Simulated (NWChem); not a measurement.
# HSeF; SMILES F[SeH]

Computed with NWChem. Coordinates come from a B3LYP/6-31G* (spherical d) optimisation. Vertical excitations in the gas phase; the lowest state need not have the same character in each row.

For level BHandHLYP/def2-SVPD, full TDDFT:

```
Quantity                                  Result
----------------------------------------  ------
lowest state with f > 0.02, singlet (eV)    7.62
orbital gap (eV)                            7.02
```

Problem. How do the values read with level PBE0/def2-SVPD, full TDDFT instead?

Solution. The lowest state with f > 0.02, singlet (eV) comes out as 7.36 and the orbital gap (eV) is 4.84.
